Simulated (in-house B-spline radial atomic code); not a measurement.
**LDA exchange-only excitations of Kr⁶⁺**

Method: LDA exchange-only. Computed with an all-electron radial atomic-structure program (B-spline basis): linear response of the closed shell [Ar] 3d10 4s2 with the functional's adiabatic kernel; scalar-relativistic (spin-free one-electron X2C), finite nucleus, no spin-orbit coupling, no double excitations, S, P, D and F terms only; shells from n = 2 respond. Only terms of natural parity with L up to 3 were computed.

Command:
```bash
python run_td.py task.json out
```
Settings (radii: box in bohr, nucleus in fm):
```
Z                        36
electrons                30
configuration            [Ar] 3d10 4s2
hamiltonian              x2c
method                   lda,
box_radius               14.35
rms_radius               4.1884
intervals                70
```

Time taken, with all properties: 0.5 s on 1 thread of AMD EPYC 9R14 (Zen 4) (shared host).

The lowest states, in the order of their Tamm-Dancoff energies; the method's threshold (minus the highest occupied level) is 101.18 eV. Labels give the largest channel, * marks a mixed state, and oscillator strengths are full-response dipole values. Semilocal kernels can invert the small singlet-triplet splittings of Rydberg terms. Energies in eV:

| state | full response | Tamm-Dancoff | oscillator strength |
| --- | --- | --- | --- |
| 4s → 4p 3P | 15.257 | 15.448 | - |
| 4s → 4p 1P | ? | ? | ? |
| 4s → 4d 3D | 42.04 | 42.10 | - |
| 4s → 4d 1D | 44.71 | 44.74 | - |
| 4s → 5s 3S | 53.73 | 53.74 | - |
| 4s → 5s 1S | 55.14 | 55.18 | - |
| 4s → 5p 3P | ? | ? | - |
| 4s → 5p 1P | 60.98 | 61.04 | 0.0859 |
| 4s → 4f 3F | 63.91 | 63.94 | - |
| 4s → 4f 1F | 64.91 | 64.92 | - |
| 4s → 5d 3D | 70.24 | 70.24 | - |
| 4s → 5d 1D | 70.74 | 70.75 | - |
| 4s → 6s 3S | 74.13 | 74.13 | - |
| 4s → 6s 1S | 74.55 | 74.56 | - |
| 4s → 6p 3P | 77.05 | 77.05 | - |
| 4s → 6p 1P | 77.28 | 77.29 | 0.039 |

Question: Where does 4s → 4p 1P lie?

Answer: At 21.883 eV in full response, 22.693 eV in Tamm-Dancoff, oscillator strength 1.54.

Question: Where does 4s → 5p 3P lie?

Answer: At 60.28 eV in full response, 60.29 eV in Tamm-Dancoff.

Question: How large is the singlet-triplet splitting of 4s → 4p (P terms) in Tamm-Dancoff?

Answer: 7.25 eV, from the unrounded values.

Question: What polarisabilities and dispersion coefficient does the method give?

Answer: Dipole 2.645 bohr³, quadrupole 3.022 bohr⁵, C6 5.079 hartree·bohr⁶ for two such species.
